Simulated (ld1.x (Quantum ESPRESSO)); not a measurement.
Building the PAW potential for Sc (PBE, scalar-relativistic).

scandium (Sc), PAW, made with ld1.x (Quantum ESPRESSO) 7.5 (PBE, scalar-relativistic). Core [Ar], reference 3d1 4s1 4p1. Waves: 4s (bound): rcut 2.90, rcutus 3.10 bohr; 4s channel at 0.4 Ry: rcut 2.90, rcutus 3.10 bohr; 4p (bound): rcut 3.15, rcutus 3.70 bohr; 4p channel at 0.55 Ry: rcut 3.15, rcutus 3.70 bohr; 3d (bound): rcut 2.30, rcutus 2.50 bohr; 3d channel at 0.3 Ry: rcut 2.30, rcutus 2.50 bohr. Local part: all-electron potential smoothed inside 2.20 bohr (lloc = -1). Core correction: a·sin(br)/r model core inside 1.25 bohr. Augmentation charge: BESSEL, radius 2.55 bohr.

All-electron outer shells of the reference configuration (PBE, scalar-relativistic, ld1.x):

```json
{"shell": "3s", "level (eV)": "-56.33", "outermost node (bohr)": "0.42", "outermost maximum (bohr)": "0.92"}
{"shell": "3p", "level (eV)": "-34.91", "outermost node (bohr)": "0.39", "outermost maximum (bohr)": "0.97"}
{"shell": "4s", "level (eV)": "-4.87", "outermost node (bohr)": "1.32", "outermost maximum (bohr)": "3.06"}
{"shell": "3d", "level (eV)": "-4.37", "outermost node (bohr)": "–", "outermost maximum (bohr)": "1.10"}
{"shell": "4p", "level (eV)": "-2.03", "outermost node (bohr)": "1.49", "outermost maximum (bohr)": "3.98"}
```

Calculated quality:

| Item | Value |
| --- | --- |
| Cutoffs needed | 12 Ry and 18 Ry (the cutoffs (Ry, on a coarse ladder) from which the occupation-weighted sum of valence levels, in a spherical-Bessel basis at the reference potential, stays within 10 and 1 mRy of its value at 400 Ry) |
| Ghost test | no extra level below or beside the all-electron valence levels (s, p, d, f tested) (spherical-Bessel basis up to 400 Ry, 20 bohr box) |
| Configuration tests | test run stopped at test 5 of 7 (negative rho) |
| Lowest eigenvalue of the overlap operator | 0.36 (s channel) |

Generation and tests took about 2.2 s on one core of a shared server CPU.
